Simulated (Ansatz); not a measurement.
C₃H₅AlF₂, SMILES `C[CH]1[AlH][C]1(F)F`, relaxed with RKS PBE-D4/def2-SVP in Ansatz from a rough embedded geometry. The force threshold is 0.03 eV/Å; the program also tests the step.

Charge 0, multiplicity 1.

Start:

```xyz
11

C    -1.167    0.304   -0.746
C     0.198    0.589   -0.131
Al    1.541   -0.881   -0.319
C     0.580   -0.017    1.180
F    -0.463   -0.851    1.755
F     1.255    0.727    2.085
H    -1.208    0.594   -1.764
H    -1.934    0.905   -0.127
H    -1.390   -0.812   -0.599
H     0.568    1.637   -0.221
H     2.021   -2.197   -1.113
```

Problem. How much energy does the relaxation release, and in how many steps? (An estimate is asked.)

Solution. Ansatz gave: 60.88 kJ/mol, in 13 steps, 1 of them rejected.

Problem. Which bonds change most? (Estimate.)

Solution. The calculation gave: C4–F5 from 1.453 to 1.389 Å; C2–C4 from 1.493 to 1.544 Å; C1–H7 from 1.059 to 1.108 Å; C1–H8 from 1.155 to 1.111 Å.

Problem. Give the relaxed structure. (Estimate.)

Solution. Computed: 
```xyz
11

C    -1.298    0.441   -0.624
C     0.168    0.268   -0.273
Al    1.629   -1.034   -0.298
C     0.606   -0.167    1.143
F    -0.334   -1.032    1.687
F     0.810    0.831    2.054
H    -1.434    0.582   -1.715
H    -1.751    1.316   -0.109
H    -1.875   -0.456   -0.324
H     0.774    1.187   -0.484
H     2.705   -1.936   -1.056
```
